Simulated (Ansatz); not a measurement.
Reaction (isomerisation): `C[C@]1(F)O[Si@H]1O` → `O[Si@@H](F)[C@@H]1CO1`

Program: Ansatz. Geometries: PBE0-D4/def2-TZVP. ΔE: electronic, gas phase. CBS: MP2 limit from def2 TZ/QZ plus the TZ coupled-cluster correction, frozen cores. DFT in def2-TZVPP. B3LYP here is the variant with VWN-RPA as its local correlation; programs differ in this. One conformer a species, not always the lowest.

| level | ΔE (kcal/mol) | difference from CCSD(T)/CBS |
| --- | --- | --- |
| r2SCAN-D4 | -17.3 | 2.6 |
| B3LYP-D4 | -18.3 | 1.6 |
| ωB97X-V | -18.9 | 1.0 |
| B2PLYP | -19.1 | 0.8 |
| PBE | -16.1 | 3.8 |
| r2SCAN | -17.2 | 2.7 |
| PBE0 | -18.0 | 1.9 |
| B3LYP | -18.1 | 1.8 |
| HF/def2-TZVPP | -22.6 | -2.7 |
| SCS-MP2/def2-TZVPP | -21.4 | -1.5 |
| CCSD/def2-TZVPP | -20.8 | -0.9 |
| CCSD(T)/def2-TZVPP | -20.1 | -0.2 |
| HF/def2-QZVPP | -22.8 | -2.9 |
| MP2/def2-QZVPP | -21.1 | -1.2 |
| SCS-MP2/def2-QZVPP | -21.4 | -1.5 |
| HF/CBS(def2) | -22.8 | -2.9 |
| CCSD(T)/CBS | -19.9 | 0 |

Largest T1 diagnostic among the species: 0.013.

From PBE to PBE0 (25 % exact exchange), in def2-TZVPP and without D4, ΔE moves by −1.9 kcal/mol. In def2-TZVPP, CCSD(T) changes the Hartree–Fock value by +2.5 kcal/mol (the triples alone add +0.7 kcal/mol) and MP2 by +1.5 kcal/mol.
